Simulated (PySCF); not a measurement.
A side-by-side comparison of computed properties.

First species: benzocycloheptatriene, C₁₁H₁₀.
InChI=1S/C11H10/c1-2-6-10-8-4-5-9-11(10)7-3-1/h1-6,8-9H,7H2

Second species: C5H10OSSi2.
InChI=1S/C5H10OSSi2/c8-6-4-9-5-2-1-3-7-5/h1-3H,4,9H2,8H3

Levels: PBE0/pcSseg-1 for dipole moment, HOMO energy, LUMO energy and HOMO–LUMO gap; GFN2-xTB for rotational constant A and rotational constant C. Geometries: GFN2-xTB. Each species is one conformer at its optimised geometry, gas phase, non-relativistic unless stated; the electronic structure was computed with PySCF and density fitting.

Dipoles, sizes and rotational constants follow the conformer. The torsions of the flexible species, by atom-mapped SMILES:
- `[SiH3:1][O:2][CH2:3][SiH2:4][c:5]1[cH:6][cH:7][cH:8][s:9]1`: Si1–O2–C3–Si4 -70°, O2–C3–Si4–C5 -174°, C3–Si4–C5–C6 -5°

Task: Which has the higher HOMO energy?

Result: The first: -6.37 eV against -7.09 eV, a difference of 0.72 eV.

Task: Which has the higher rotational constant A?

Result: The second: 3.365 GHz against 2.310 GHz, a difference of 1.055 GHz.

Task: Which has the higher dipole moment?

Result: The second: 1.62 D against 0.24 D, a difference of 1.38 D.

Task: Which has the higher HOMO–LUMO gap?

Result: The second: 6.24 eV against 5.28 eV, a difference of 0.96 eV.

Task: Which has the higher rotational constant C?

Result: The first: 0.758 GHz against 0.353 GHz, a difference of 0.405 GHz.

Task: Which of the two has the higher LUMO energy, and by how much?

Result: The second: -0.85 eV against -1.09 eV, a difference of 0.24 eV.

On the first: The dipole equals about 0.8 × 10⁻³⁰ C·m (1 D = 3.33564 × 10⁻³⁰ C·m).

On the second: A dipole of 1.62 D is allowed in C1, and pure rotational transitions are dipole-allowed. The dipole matches unit charges of opposite sign 0.34 Å apart (1 e·Å = 4.8032 D).
